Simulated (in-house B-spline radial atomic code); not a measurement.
Checks on a self-consistent run for Re5+, [Xe] 4f14 5d2. Level of theory: Dirac-Hartree-Fock, average of configuration, Fermi nucleus of rms radius 5.3698 fm; calculated with a radial B-spline atomic code at the basis-set limit.

```
orbital    q       ε (Eh)     <1/r>         <r²>  small-component weight
  1s1/2    2  -2653.29814   88.7081  0.000447939                 0.08021
  2s1/2    2   -466.97789   21.6454   0.00681154                 0.01824
  2p1/2    2   -445.95000   21.5651   0.00487175                0.018266
  2p3/2    4   -392.93766   18.0316   0.00606501                0.016451
  3s1/2    2   -112.15525   7.96085    0.0442883                0.006044
  3p1/2    2   -102.81535   7.86141     0.040709               0.0059713
  3p3/2    4    -91.12814   6.95142    0.0471854               0.0054588
  3d3/2    4    -75.65748   6.82606    0.0366361               0.0053141
  3d5/2    6    -73.14598   6.61223    0.0384156               0.0051706
  4s1/2    2    -26.40875   3.32488      0.21928               0.0019687
  4p1/2    2    -22.47338   3.21216     0.226336                0.001877
  4p3/2    4    -19.71839   2.91217     0.259224                0.001698
  4d3/2    4    -13.24791   2.69331     0.282238                0.001496
  4d5/2    6    -12.73046   2.61863     0.294899               0.0014437
  5s1/2    2     -5.90007   1.29372      1.20193              0.00044079
  5p1/2    2     -4.56780    1.1846       1.4092              0.00037993
  5p3/2    4     -4.12098   1.08484      1.62277              0.00033287
  4f5/2    6     -4.51711   2.19748     0.391873               0.0010629
  4f7/2    8     -4.41842   2.16687     0.403244               0.0010405
  5d3/2  0.8     -2.45978  0.844517      2.60678              0.00021029
  5d5/2  1.2     -2.41559  0.823519      2.71879              0.00020136
```

Electron-electron repulsion V_ee = 6051.6412 hartree.

**Question.** What total energy follows from the eigenvalues?

**Answer.** The eigenvalues count the repulsion twice, so E = Σqε - V_ee = -10650.911 - 6051.641 = -16702.552 hartree; the run printed -16702.552.

**Question.** Does the Dirac virial theorem hold?

**Answer.** For a point nucleus E = -2c²Σq·w, with w the small-component weight. Here Σq·w = 0.44459 and c = 137.0360, so the ratio E/(-2c²Σq·w) is 1.000279; the finite nucleus accounts for the departure from 1.

**Question.** What diamagnetic shielding (Lamb formula) and susceptibility (Langevin formula) do the radii give?

**Answer.** σ = (α²/3)Σq<1/r> = 555.079/(3·137.036²) = 9852.9 ppm, and χ = -0.79199×10⁻⁶·Σq<r²> = -22.37×10⁻⁶ cm³/mol with Σq<r²> = 28.249 bohr². Both are non-relativistic formulas without the paramagnetism of open shells; for so heavy an element the full relativistic shielding is larger by tens of per cent.
